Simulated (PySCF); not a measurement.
C3H13NSi2. Atoms are numbered in the order given.

```xyz
19

C      1.6236     1.1690     0.9964
C      1.1479    -0.1301     0.3436
C      1.9633    -0.4777    -0.9056
N     -0.3089    -0.1036     0.0497
Si    -1.0433     1.2772    -0.7394
Si    -1.1837    -1.5389     0.5308
H      2.6841     1.0937     1.2827
H      1.0331     1.3952     1.8967
H      1.5314     2.0224     0.3033
H      1.3150    -0.9367     1.0825
H      1.8586     0.3064    -1.6722
H      3.0338    -0.5759    -0.6637
H      1.6186    -1.4274    -1.3419
H     -2.4008     0.8654    -1.1878
H     -0.2424     1.7153    -1.9216
H     -1.1813     2.4664     0.1557
H     -2.6126    -1.3869     0.1448
H     -1.0862    -1.7541     2.0078
H     -0.6199    -2.7621    -0.1205
```
Charge 0, spin multiplicity 1.

Coordinates come from a B3LYP-D3(BJ)/def2-SVP optimisation. One conformer was computed; it need not be the lowest.

Calculation: PySCF with B3LYP/pcSseg-1.

GIAO shieldings, no solvent; atoms listed in one row are averaged. δ = σ(ref) − σ: ¹³C against TMS (σ = 181.3 ppm); ¹⁵N against NH3 (σ = 265.5 ppm); ²⁹Si against TMS (σ = 338.7 ppm); ¹H against TMS (σ = 31.68 ppm), references at their B3LYP-D3(BJ)/def2-TZVP geometries, non-relativistic.

Computed chemical shifts:
```tsv
nucleus	atoms	count	δ (ppm)
¹³C	C2	1	55.5
¹³C	C1	1	28.7
¹³C	C3	1	24.8
¹⁵N	N4	1	29.9
²⁹Si	Si6	1	-49.2
²⁹Si	Si5	1	-62.6
¹H	H14, H15, H16, H17, H18, H19	6	4.82
¹H	H10	1	3.19
¹H	H7, H8, H9	3	1.62
¹H	H11, H12, H13	3	1.54
```
